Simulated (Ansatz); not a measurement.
## How basis sets differ on C3H11GeN (GeH2Me(NMe2))

C3H11GeN has 16 atoms, charge 0, and is taken as a singlet. SMILES: `[H][Ge]([H])([CH3])[N](C)C`. The shape comes from GFN2-xTB, which is rough for such elements, and wasn't checked as a minimum. This is one conformer, not always the lowest.

```xyz
16

Ge    0.8808    0.7711    0.6199
H     0.8745    0.7732    2.1248
H     2.2960    0.7694    0.1093
C    -0.1335    2.3188   -0.0974
H     0.3159    3.2563    0.2145
H    -1.1609    2.2982    0.2586
H    -0.1482    2.2934   -1.1847
N     0.2490   -0.8920    0.1780
C     0.3986   -1.3554   -1.1823
C    -0.9867   -1.3480    0.7714
H     0.3968   -2.4491   -1.2009
H     1.3510   -1.0025   -1.5768
H    -0.4063   -1.0050   -1.8431
H    -1.0447   -0.9858    1.7972
H    -1.8753   -1.0009    0.2262
H    -1.0071   -2.4417    0.7854
```

Each level gives the dipole moment (D). The values are calculated.

| level | kind | program | value (D) | CPU time |
| --- | --- | --- | --- | --- |
| HF/STO-3G | Hartree–Fock | Ansatz | 0.99 | 3.3 s |
| HF/3-21G | Hartree–Fock | Ansatz | 1.30 | 5.2 s |
| HF/cc-pVDZ | Hartree–Fock | Ansatz | 1.02 | 27 s |
| HF/def2-SVP | Hartree–Fock | Ansatz | 1.08 | 20 s |

All-electron rows without a relativistic Hamiltonian named are non-relativistic. The values span 0.99 to 1.30 D. Magnitudes only. Sets without polarisation functions give poor dipoles. Times are those of the runs behind each value, whatever else they computed, on shared processors of several kinds: orders of magnitude only.
